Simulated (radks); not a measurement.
The iodine ion I+, 52 electrons, occupied as [Kr] 4d10 5s2 5p4 (the NIST ground configuration).

Calculated with a radial shooting solver on a logarithmic mesh with Libxc functionals: scalar-relativistic Kohn-Sham, SCAN, spin-polarised, spherical densities, finite nucleus; open shells are filled with parallel spins first (spin-orbit coupling, left out, can overturn this in heavy ions); meta-GGA in the generalised Kohn-Sham scheme; Fermi nuclear charge, rms radius 4.75 fm.

Energy parts (eV):
part                       energy
total                 -193668.416
kinetic                203283.916
electron-nucleus      -468083.903
Hartree                 76079.360
exchange-correlation    -4947.789

Orbitals (lengths in bohr, moments of r in powers of bohr; <r^-3> diverges for s and p1/2; r(max) is where P^2 peaks; r(90%) holds 90 % of the orbital's charge):
| orbital | occ. | eigenvalue (eV) | r(max) | r(90%) | <r^-3> | <1/r> |
|---|---|---|---|---|---|---|
| 1s up | 1 | -33050.56 | 0.01754 | 0.0490 | - | 56.83 |
| 1s down | 1 | -33050.48 | 0.01754 | 0.0490 | - | 56.83 |
| 2s up | 1 | -5132.392 | 0.09900 | 0.181 | - | 13.04 |
| 2s down | 1 | -5132.359 | 0.09900 | 0.181 | - | 13.04 |
| 2p up | 3 | -4603.699 | 0.07951 | 0.167 | 5774 | 12.46 |
| 2p down | 3 | -4603.630 | 0.07951 | 0.167 | 5774 | 12.46 |
| 3s up | 1 | -1050.933 | 0.2851 | 0.460 | - | 4.683 |
| 3s down | 1 | -1050.879 | 0.2851 | 0.460 | - | 4.683 |
| 3p up | 3 | -878.1689 | 0.2791 | 0.468 | 1107 | 4.444 |
| 3p down | 3 | -878.0936 | 0.2791 | 0.467 | 1107 | 4.444 |
| 3d up | 5 | -620.3259 | 0.2321 | 0.453 | 151.9 | 4.199 |
| 3d down | 5 | -620.2365 | 0.2321 | 0.453 | 151.9 | 4.199 |
| 4s up | 1 | -194.8512 | 0.6811 | 1.07 | - | 1.880 |
| 4s down | 1 | -194.6854 | 0.6815 | 1.07 | - | 1.878 |
| 4p up | 3 | -140.4126 | 0.7152 | 1.16 | 213.2 | 1.723 |
| 4p down | 3 | -140.2616 | 0.7156 | 1.16 | 212.9 | 1.722 |
| 4d up | 5 | -60.9395 | 0.7775 | 1.41 | 22.23 | 1.439 |
| 4d down | 5 | -60.6815 | 0.7778 | 1.40 | 22.31 | 1.442 |
| 5s up | 1 | -27.7456 | 1.703 | 2.81 | - | 0.6705 |
| 5s down | 1 | -25.7467 | 1.676 | 2.80 | - | 0.6785 |
| 5p up | 3 | -16.4188 | 1.977 | 3.38 | 22.46 | 0.5572 |
| 5p down | 1 | -14.4847 | 1.997 | 3.46 | 22.21 | 0.5524 |

The highest occupied level is 5p down at -14.485 eV. The electron density at the nucleus is 2.569e+05 e/bohr^3 (large components only). The spin density at the nucleus is -1.362 e/bohr^3 (1s -0.225, 2s 0.113, 3s 0.338, 4s 1.158, 5s -2.747). Spin moment in Bohr magnetons: 2.
